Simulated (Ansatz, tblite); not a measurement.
Cost and result up the ladder for [Ga(OMe)H3]- (CH₆GaO⁻) (9 atoms). Charge -1, multiplicity 1. Geometry: PBE0-D4/def2-TZVPD.

Cartesian coordinates in Å:
```
Ga -0.869 -0.392 -1.038
O -0.439 -0.239 0.802
C 0.770 0.341 1.099
H 0.877 1.368 0.693
H 1.639 -0.231 0.712
H 0.908 0.419 2.193
H -2.331 -1.064 -1.089
H 0.280 -1.316 -1.721
H -0.835 1.113 -1.650
```

Ansatz on 4 threads of Arm Neoverse V2 on a shared host; xTB runs through tblite on one thread. Times are rough, summed over both states, and most runs start from the orbitals of an earlier one. PBE0-D4/def2-TZVPD serves as the yardstick here, not as an exact answer. The other state is a doublet.

The xTB rows come from tblite.

Raw xTB energies of ions are shifted by several eV.

```json
{"level": "GFN2-xTB", "functions": "23", "wall time": "0.005 s"}
{"level": "GFN1-xTB", "functions": "29", "wall time": "0.007 s"}
{"level": "PBE-D4/def2-TZVPD", "functions": "185", "wall time": "5 s"}
{"level": "PBE0-D4/def2-TZVPD (with forces)", "functions": "185", "wall time": "7.1 s"}
{"level": "r2SCAN-D4/def2-TZVPD", "functions": "185", "wall time": "10 s"}
```

Problem. Estimate what each level gives for the vertical IE (eV).

Solution. 
```tsv
level	vertical IE (eV)	difference from PBE0-D4/def2-TZVPD (eV)
GFN2-xTB	8.85	5.01
GFN1-xTB	9.13	5.29
PBE-D4/def2-TZVPD	3.52	-0.31
PBE0-D4/def2-TZVPD (with forces)	3.83	0.00
r2SCAN-D4/def2-TZVPD	3.62	-0.21
```
